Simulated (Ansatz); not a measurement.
Ideal-gas functions of H$_{4}$OSSiZn, SMILES `[SiH3][O][Zn][SH]` at 400 K and 1 bar, from an Ansatz frequency run at PBE0-D4/def2-TZVP.

Molar mass 145.57 g/mol, point group C1 (symmetry number 1), electronic degeneracy 1, moments of inertia 14.495, 509.267, 514.613 u Å². Harmonic wavenumbers (cm⁻¹, unscaled): 15, 45, 53, 124, 141, 363, 526, 670, 725, 731, 955, 959, 993, 1056, 2186, 2195, 2217, 2702.

Use S(trans) = R[1.5 ln M + 2.5 ln T − 1.1517]; rotational temperatures θ = 24.2544 K / I; S(rot) = R[ln(√π/σ · √(T³/θAθBθC)) + 1.5]; for each mode x = 1.438777 ν̃/T, S = R[x/(eˣ − 1) − ln(1 − e⁻ˣ)] and H = RT x/(eˣ − 1); 1 cm⁻¹ = 0.0119627 kJ/mol; R = 8.31446 J/(mol·K).

**Question.** By hand: the entropy, in J/(mol·K).

**Answer.** Translation 177.1. Rotation: θ = 1.6733, 0.0476, 0.0471 K, giving 115.2. Vibration, mode by mode: 32.59, 23.46, 22.11, 15.10, 14.05, 6.66, 4.15, 2.76, 2.36, 2.32, 1.22, 1.21, 1.10, 0.91, 0.03, 0.03, 0.03, 0.01, in all 130.1. Electronic 0.0. Sum 422.4 J/(mol·K).

**Question.** By hand: H − E and G − E in kJ/mol, counted from the electronic energy.

**Answer.** Zero-point energy ½ × 16656 × 0.0119627 = 99.6; thermal vibration 20.8; translation, rotation and pV give 4 RT = 13.3. H − E = 133.7 kJ/mol, and G − E = 133.7 − 400 × 422.4/1000 = -35.3 kJ/mol.

Vibration gives 31 % of the entropy, 107.3 J/(mol·K) of it from the modes under 150 cm⁻¹: soft modes count most, and the harmonic formula is weakest for them. The sum counts one conformer and one mirror image; others add a mixing term.
